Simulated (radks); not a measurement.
Results of a calculation; reference values are marked as such.
Q: Level of theory: scalar-relativistic Kohn-Sham, LB94 model potential, spin-polarised, spherical densities, finite nucleus; open shells are filled with parallel spins first (spin-orbit coupling, left out, can overturn this in heavy ions); Fermi nuclear charge, rms radius of each element as measured or else 0.836 A^(1/3) + 0.57 fm (a radial shooting solver on a logarithmic mesh with Libxc functionals). Response by self-consistent Sternheimer equations with the Hartree and adiabatic LDA kernel, the relativistic mass of each level held fixed and spin-orbit coupling left out. For heavy and open-shell atoms this level of theory can miss by tens of per cent. Estimate the static dipole polarisabilities of Mn ([Ar] 3d5 4s2) and Zr3+ ([Kr] 4d1) and the C6 coefficients of the three pairs.

A: alpha = 54.60 and 5.391 bohr^3; C6 = 458.7 (Mn-Mn), 80.17 (Mn-Zr3+), 22.63 (Zr3+-Zr3+) hartree bohr^6.
